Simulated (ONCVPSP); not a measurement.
**Reading a pseudo-wave (zinc)**

Columns: radius, all-electron u(r) and pseudo u(r) of the 3p shell (level -83.21 eV) of zinc in the configuration [Ne] 3s2 3p6 3d10 4s2; BLYP, scalar-relativistic, ONCV scheme, ONCVPSP 4.0.1.

| r (bohr) | all-electron | pseudo |
| --- | --- | --- |
| 0.060 | -0.4421 | 0.0353 |
| 0.120 | -0.6739 | 0.1370 |
| 0.180 | -0.4769 | 0.2925 |
| 0.240 | -0.0699 | 0.4832 |
| 0.300 | 0.3651 | 0.6869 |
| 0.360 | 0.7335 | 0.8808 |
| 0.420 | 1.0024 | 1.0454 |
| 0.480 | 1.1715 | 1.1668 |
| 0.540 | 1.2563 | 1.2386 |
| 0.600 | 1.2762 | 1.2616 |
| 0.660 | 1.2492 | 1.2414 |
| 0.720 | 1.1913 | 1.1885 |
| 0.780 | 1.1145 | 1.1138 |
| 0.840 | 1.0278 | 1.0275 |
| 0.900 | 0.9374 | 0.9371 |
| 0.960 | 0.8476 | 0.8473 |
| 1.020 | 0.7611 | 0.7609 |
| 1.080 | 0.6797 | 0.6795 |
| 1.140 | 0.6041 | 0.6040 |
| 1.200 | 0.5351 | 0.5349 |
| 1.260 | 0.4724 | 0.4723 |
| 1.320 | 0.4160 | 0.4159 |
| 1.380 | 0.3655 | 0.3654 |
| 1.440 | 0.3206 | 0.3205 |
| 1.500 | 0.2807 | 0.2806 |
| 1.560 | 0.2454 | 0.2453 |

How many radial nodes do the two functions have?

The all-electron 3p function has n − l − 1 = 1; the pseudo-wave has 0, since the states of the same l below it are removed with the core.

At about which radius was the pseudo-wave matched?

1.00 bohr. The columns agree to 0.0005 from 0.84 bohr on; several derivatives are matched, so the curves merge somewhat inside the radius.

Is the pseudo-wave norm-conserving?

Yes: the ONCV scheme keeps the norm inside the radius equal to the all-electron one, which fixes the energy derivative of the logarithmic derivative at the level.
